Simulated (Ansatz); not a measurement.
O$_{3}$S, charge +1, doublet, geometry from GFN2-xTB (a state made from the parent by changing its charge; the spin is typed, not shown lowest); SC-NEVPT2/def2-SVP, CASSCF(3,4) (Ansatz, a first-principles code).

Here is a job for Ansatz.
Ansatz 0.2 input:
```yaml
crystal:
  periodic: [false, false, false]
  atoms:
    - {symbol: O, position_ang: [-0.65994186, -1.25882961, -0.02663743]}
    - {symbol: S, position_ang: [0.00000000, -0.00000000, 0.00000000]}
    - {symbol: O, position_ang: [-0.75975005, 1.20137981, -0.01874086]}
    - {symbol: O, position_ang: [1.41969191, 0.05744980, 0.04537828]}
basis:
  gaussian:
    orbitals: def2-SVP
total_charge: 1
correlation: {method: sc_nevpt2, electrons: all, active_space: {window: {electrons: 3, orbitals: 4}}}
magnetization: {spin_polarized: false, initial_magnetization: 1}
```

The log (banner, timings and long lists left out):

```
Functional definition: HF
536 factors; integrals over basis functions are off by at most 1.2e-3 eV
mean field evaluation 1: about -16897.9863 eV, gradient 5.2e1 eV
mean field evaluation 2: about -16898.0821 eV, gradient 5.2e1 eV
mean field evaluation 4: about -16902.8526 eV, gradient 2.2e0 eV
mean field evaluation 8: about -16902.8757 eV, gradient 1.9e-1 eV
mean field evaluation 16: about -16903.4295 eV, gradient 2.9e0 eV
mean field evaluation 32: about -16903.0488 eV, gradient 7.4e-2 eV
mean field evaluation 64: about -16903.0488 eV, gradient 7.4e-2 eV
mean field evaluation 96: about -16903.6985 eV, gradient 7.9e-5 eV
mean field -16903.69854928 eV, -621.1994639478 hartree, gradient 2.0e-6 eV, S^2 0.750000; 7 other end points of the search recorded, 0 dependent functions left out
reference -16903.69854928 eV, -621.1994639478 hartree; 20, 19 occupied and 40, 41 virtual orbitals, 536 factors
state -16904.45316348 eV, -621.2271955081 hartree
state -16904.45316348 eV, -621.2271955081 hartree; corrected -16921.82920080 eV, -621.8657531017 hartree
Total energy: -16921.82920080 eV, -621.8657531017 hartree
```
